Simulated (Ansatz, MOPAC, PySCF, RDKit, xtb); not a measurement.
Pair of molecules: SiH4 (SMILES [SiH4]) (first 5 atoms) with C2H6O (SMILES CCO); geometry from B3LYP-D3(BJ)/def2-TZVP, rigid monomers moved along the line of their centres of mass till Si1···O8 is 5.43 Å.
(charge 0, multiplicity 1):
```tsv
atom	x (Å)	y (Å)	z (Å)
Si	-0.0535	-0.0674	-0.0831
H	-1.2349	0.1941	0.7671
H	-0.3987	0.3154	-1.4767
H	0.3081	-1.4990	-0.0665
H	1.0879	0.7688	0.3487
C	0.2531	1.3963	6.3310
C	-0.1189	-0.0700	6.2017
O	0.6907	-0.7639	5.2531
H	-0.4100	1.8999	7.0380
H	0.1786	1.8995	5.3663
H	1.2769	1.5099	6.6984
H	-0.0678	-0.5669	7.1779
H	-1.1401	-0.1742	5.8339
H	1.6159	-0.6575	5.5003
```

```json
[
 {"level": "MMFF94", "interaction energy (kcal/mol)": "-0.29", "cost": "-"},
 {"level": "GFN-FF", "interaction energy (kcal/mol)": "-0.16", "cost": "-"},
 {"level": "AM1", "interaction energy (kcal/mol)": "-0.05", "cost": "-"},
 {"level": "PM6", "interaction energy (kcal/mol)": "0.00", "cost": "-"},
 {"level": "PM7", "interaction energy (kcal/mol)": "-0.11", "cost": "-"},
 {"level": "GFN2-xTB", "interaction energy (kcal/mol)": "-0.20", "cost": "-"},
 {"level": "HF/6-31G*", "interaction energy (kcal/mol)": "-0.15", "cost": "-"},
 {"level": "HF/6-31G* (no counterpoise)", "interaction energy (kcal/mol)": "-0.20", "cost": "-"},
 {"level": "PBE-D4/def2-TZVPPD", "interaction energy (kcal/mol)": "-0.27", "cost": "×1"},
 {"level": "BP86/6-31G* (no counterpoise)", "interaction energy (kcal/mol)": "-0.14", "cost": "-"},
 {"level": "B3LYP/3-21G (no counterpoise)", "interaction energy (kcal/mol)": "-0.13", "cost": "-"},
 {"level": "B3LYP/6-311+G** (no counterpoise)", "interaction energy (kcal/mol)": "-0.10", "cost": "-"},
 {"level": "B3LYP/def2-TZVPPD", "interaction energy (kcal/mol)": "-0.07", "cost": "×1"},
 {"level": "B3LYP-D3(BJ)/def2-TZVPPD", "interaction energy (kcal/mol)": "-0.23", "cost": "×1"},
 {"level": "B3LYP-D4/def2-TZVPPD", "interaction energy (kcal/mol)": "-0.24", "cost": "×1"},
 {"level": "PBE0-D3(BJ)/def2-TZVPPD", "interaction energy (kcal/mol)": "-0.26", "cost": "×1"},
 {"level": "M06-2X/6-31G* (no counterpoise)", "interaction energy (kcal/mol)": "-0.18", "cost": "-"},
 {"level": "wB97X-V/def2-TZVPPD", "interaction energy (kcal/mol)": "-0.24", "cost": "×3"},
 {"level": "MP2/6-31G* (no counterpoise)", "interaction energy (kcal/mol)": "-0.24", "cost": "-"},
 {"level": "SCS-MP2/aug-cc-pV(D+d)Z", "interaction energy (kcal/mol)": "-0.22", "cost": "-"}
]
```

The rows run from -0.29 (MMFF94) to 0.00 kcal/mol (PM6). The dispersion term adds -0.16 in B3LYP-D3(BJ), -0.16 in B3LYP-D4.

Counterpoise-corrected where a basis set is named; no monomer relaxation. Rows marked so take none.

Frozen-core correlation. Rows in 3-21G, 6-311+G**, 6-31G* carry no dispersion term and start afresh at each structure (6-31G* with six Cartesian d functions). MP2/6-31G* freezes PySCF's default core. The state reached by AM1, PM6, PM7 isn't checked; PM7 holds dispersion and hydrogen-bond terms.

Codes used: Ansatz (Gaussian basis) for Hartree–Fock, density functionals and correlated methods; MOPAC for AM1, PM6, PM7 (differences of heats of formation); PySCF for 3-21G rows, 6-311+G** rows, 6-31G* rows, the dispersion terms; RDKit for the force fields; xtb for the GFN methods. 

Costs are rough ratios of core time to PBE/def2-TZVPPD (about 21 s over the structures, on one shared machine); a dash marks a level with no comparable run of its own.

Ansatz is a first-principles code.
